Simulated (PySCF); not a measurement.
C2B2O2, SMILES [B-](C#[O+])#[B-]C#[O+].

The structure is a stationary point at PBE0-D3(BJ)/def2-SVP.

Two levels are set side by side: PBE/def2-TZVP (PySCF) and B3LYP/def2-TZVP (PySCF). Same geometry, gas phase. Differences are taken from unrounded values.

| quantity | B3LYP | PBE | PBE minus B3LYP |
|---|---|---|---|
| orbital gap (eV) | 2.79 | 1.73 | -1.06 |
| highest occupied level (eV) | -6.56 | -5.97 | 0.60 |
| lowest empty level (eV) | -3.77 | -4.24 | -0.47 |
| mean polarisability (bohr³) | 79.5 | 78.2 | -1.3 |

PBE's occupied levels lie high since its potential decays too fast outside the molecule; exact exchange lowers them and widens the gap. Differences between two approximate levels are no errors against the true value.

Rough cost on one machine, each run with all the roots and properties that it gave: B3LYP against PBE within a factor of 2.
